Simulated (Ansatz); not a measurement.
Isolated molecules relaxed with PBE0-D4/def2-TZVP in Ansatz; ΔE leaves out vibrations. CCSD(T)/CBS adds triple-zeta CCSD(T) − MP2 to the extrapolated MP2 energy (def2 sets, frozen cores). This one scheme is used for every species. DFT in def2-TZVPP. Elements past krypton have def2 core potentials. For Zr outer-core shells are correlated without core-valence functions, which leaves a few kJ/mol of doubt a bond. Each species was taken in one conformer, which may not be the lowest.

Reaction (ligand exchange at a Zr–O bond): `[OH][Zr]([F])([Cl])[Cl]` + H–F → `[F][Zr]([F])([Cl])[Cl]` + H₂O

(1) Is it downhill or uphill in electronic energy at CCSD(T)/CBS, and by how much? (An estimate is asked.)

(2) What do these levels give: LDA (SPW92), B2PLYP, PBE-QIDH, BHLYP, CAM-B3LYP, HF/CBS(def2)? (An estimate is asked.)

Largest T1 diagnostic among the species: 0.017.

Results:

(1) The calculation gave: Downhill: ΔE = -34.3 kJ/mol.

(2) Computed: LDA (SPW92) -36.5, B2PLYP -39.2, PBE-QIDH -35.2, BHLYP -39.1, CAM-B3LYP -41.1, HF/CBS(def2) -39.9 kJ/mol.

From BLYP to BHLYP (50 % exact exchange), in def2-TZVPP and without D4, ΔE moves by +8.4 kJ/mol. In def2-TZVPP, CCSD(T) changes the Hartree–Fock value by +3.6 kJ/mol (the triples alone add −0.2 kJ/mol) and MP2 by +7.3 kJ/mol.
